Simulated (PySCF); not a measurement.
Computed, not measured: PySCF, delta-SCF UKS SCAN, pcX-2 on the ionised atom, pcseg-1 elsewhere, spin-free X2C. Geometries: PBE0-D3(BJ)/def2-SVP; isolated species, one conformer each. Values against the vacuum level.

Question: Rank by computed C 1s binding energy, lowest first.
A. C3 in `[CH3:1][O:2]/[CH:3]=[N:4]\[SiH3:5]`
B. C1 in `[CH3:1]/[CH:2]=[N:3]/[SiH2:4][OH:5]`
C. C2 in `[CH3:1][C:2](=[O:3])[NH:4][SiH3:5]`
D. Carbon in `FC[BH2-][PH3+]`
E. C4 in `[CH:1]#[C:2][C@@H:3]1[CH2:4][CH2:5][BH2-:6][N+:7]1([CH3:8])[CH3:9]`

Answer: E (290.45 eV), B (291.05 eV), D (291.77 eV), A (293.56 eV), C (293.86 eV).

From the lowest up, the atoms are bonded to: 2 C and 2 H (290.45); C and 3 H (291.05); F, 2 H and B (291.77); O, N (double bond) and H (293.56); O (double bond), N and C (293.86).

Question: Order these sites by rising N 1s binding energy.
A. Nitrogen in `C#C[C@@H]1CC[BH2-][N+]1(C)C`
B. Nitrogen in `CO/C=N\[SiH3]`
C. Nitrogen in `CC(=O)N[SiH3]`

Answer: B (403.87 eV), C (405.38 eV), A (406.51 eV).

The highest is bonded to 3 C and B, the lowest to C (double bond) and Si; the range is 2.64 eV.

Question: Rank by computed O 1s binding energy, lowest first.
A. Oxygen in `C(=O)(C)N[SiH3]`
B. Oxygen in `CO/C=N\[SiH3]`
C. Oxygen in `C/C=N/[SiH2]O`

Answer: A (537.08 eV), C (538.46 eV), B (539.40 eV).

From the lowest up, the atoms are bonded to: C (double bond) (537.08); H and Si (538.46); 2 C (539.40).
